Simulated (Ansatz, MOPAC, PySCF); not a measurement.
Species: SnF, net charge 1, singlet state. SMILES: [Sn+][F]
Geometry: optimised at B3LYP-D3(BJ)/def2-TZVP (Ansatz, a quantum-chemistry and plane-wave program).

Unscaled harmonic wavenumbers (cm⁻¹) in rising order, each level at the stationary point that it reaches from this structure (no distance between atoms moves by over 0.3 Å); the order of modes can differ between levels, and a negative number is imaginary. B3LYP-D3(BJ)/def2-TZVP (PySCF, at the structure above): 676.

PM6 (MOPAC): 631. Zero-point energy 0.9 against 1.0 kcal/mol; where all levels lie over 400 cm⁻¹, the wavenumbers are on average 0.934 times those of B3LYP-D3(BJ)/def2-TZVP.

HF/3-21G (Ansatz): 783. Zero-point energy 1.1 against 1.0 kcal/mol; where all levels lie over 400 cm⁻¹, the wavenumbers are on average 1.159 times those of B3LYP-D3(BJ)/def2-TZVP.

HF/6-31G* with LANL2DZ past Ar (Ansatz): 760. Zero-point energy 1.1 against 1.0 kcal/mol; where all levels lie over 400 cm⁻¹, the wavenumbers are on average 1.125 times those of B3LYP-D3(BJ)/def2-TZVP.
